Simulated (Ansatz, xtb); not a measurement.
Relative energy of two isomers of C5H7N3O

Structure X: `CC(=O)c1nncn1C`, a singlet. Structure Y: `CCn1ncc(C=O)n1`, a singlet. Both are isolated molecules in the gas phase, relaxed with PBE0-D3(BJ)/def2-SVP; each stands in its lowest conformer found.

X (Å):

```xyz
16

C    -0.3699   -0.6422    2.6228
C    -0.4369   -0.4963    1.1319
C     0.1451   -1.6048    0.3494
C     0.7968   -2.8441   -1.2725
C    -0.3204   -0.7113   -1.9828
N     0.7092   -2.6818    0.8586
N     1.1183   -3.4596   -0.1571
N     0.1790   -1.6661   -1.0178
O    -0.9328    0.4602    0.5719
H     0.6738   -0.7723    2.9447
H    -0.8141    0.2429    3.0929
H    -0.9004   -1.5539    2.9358
H     0.9905   -3.2113   -2.2798
H    -0.1178   -1.0978   -2.9896
H     0.1719    0.2604   -1.8518
H    -1.3995   -0.5623   -1.8525
```

Y (Å):

```xyz
16

C    -1.2857   -1.5868    0.8423
C    -0.5590   -2.1291   -0.3735
C     2.1121   -0.0069   -1.0660
C     1.1759    0.3906   -2.0423
C     1.2707    1.4314   -3.0707
N     0.3878   -1.1721   -0.9128
N     1.5786   -0.9959   -0.3651
N     0.0894   -0.3770   -1.9040
O     2.2359    2.1387   -3.2172
H    -1.8550   -0.6816    0.5846
H    -1.9881   -2.3393    1.2289
H    -0.5712   -1.3367    1.6399
H     0.0123   -3.0350   -0.1274
H    -1.2530   -2.3634   -1.1914
H     3.1105    0.3753   -0.8670
H     0.3620    1.5181   -3.7161
```

**Question.** Estimate which is lower in electronic energy at CCSD(T)/def2-SVP + ΔMP2/def2-TZVPP, and by roughly how much.

**Answer.** The CCSD(T)/def2-SVP + ΔMP2/def2-TZVPP calculation puts structure X lower, by 46.6 kJ/mol.

Level by level:

```json
{"level": "GFN2-xTB", "geometry": "GFN2-xTB", "E(Y) − E(X) (kJ/mol)": "+65.1", "departure from the last row (kJ/mol)": "+18.6", "job, with rough time for the two": "optimisation, 0.11 s"}
{"level": "HF/STO-3G", "geometry": "GFN2-xTB", "E(Y) − E(X) (kJ/mol)": "+40.9", "departure from the last row (kJ/mol)": "−5.6", "job, with rough time for the two": "single point, 0.44 s"}
{"level": "r2SCAN-D4/def2-SVP", "geometry": "GFN2-xTB", "E(Y) − E(X) (kJ/mol)": "+46.1", "departure from the last row (kJ/mol)": "−0.5", "job, with rough time for the two": "single point, 5 s"}
{"level": "PBE0-D3(BJ)/def2-SVP", "geometry": "PBE0-D3(BJ)/def2-SVP", "E(Y) − E(X) (kJ/mol)": "+43.7", "departure from the last row (kJ/mol)": "−2.8", "job, with rough time for the two": "optimisation, 63 s"}
{"level": "HF/def2-SVP", "geometry": "PBE0-D3(BJ)/def2-SVP", "E(Y) − E(X) (kJ/mol)": "+53.7", "departure from the last row (kJ/mol)": "+7.1", "job, with rough time for the two": "part of the CCSD(T) run"}
{"level": "MP2/def2-SVP", "geometry": "PBE0-D3(BJ)/def2-SVP", "E(Y) − E(X) (kJ/mol)": "+36.2", "departure from the last row (kJ/mol)": "−10.3", "job, with rough time for the two": "part of the CCSD(T) run"}
{"level": "CCSD(T)/def2-SVP", "geometry": "PBE0-D3(BJ)/def2-SVP", "E(Y) − E(X) (kJ/mol)": "+42.7", "departure from the last row (kJ/mol)": "−3.8", "job, with rough time for the two": "single point"}
{"level": "CCSD(T)/def2-SVP + ΔMP2/def2-TZVPP", "geometry": "PBE0-D3(BJ)/def2-SVP", "E(Y) − E(X) (kJ/mol)": "+46.6", "departure from the last row (kJ/mol)": "", "job, with rough time for the two": "single point, 2.8 min"}
```

As drawn, Y has 1 N∷N, 1 C∷C in place of 2 C∷N (∷ is an aromatic bond).

None of the levels shown reverses the order. The largest departure from CCSD(T)/def2-SVP + ΔMP2/def2-TZVPP is that of GFN2-xTB, 18.6 kJ/mol. The last row adds to CCSD(T) the change of the MP2 difference between the two basis sets, here +3.8 kJ/mol.

With thermal terms from frequencies at re-optimised GFN2-xTB minima (ideal gas, soft modes damped towards free rotors, one conformer each, 298.15 K, 1 atm): on the last row, ΔE + ΔZPE = +48.5, ΔH = +47.5, ΔG = +49.9 kJ/mol.

The correlated steps freeze 9 core orbitals. Programs: Ansatz 0.2.0, xtb 6.7.1; the last row on 4 threads of Arm Neoverse V2 on a shared host.
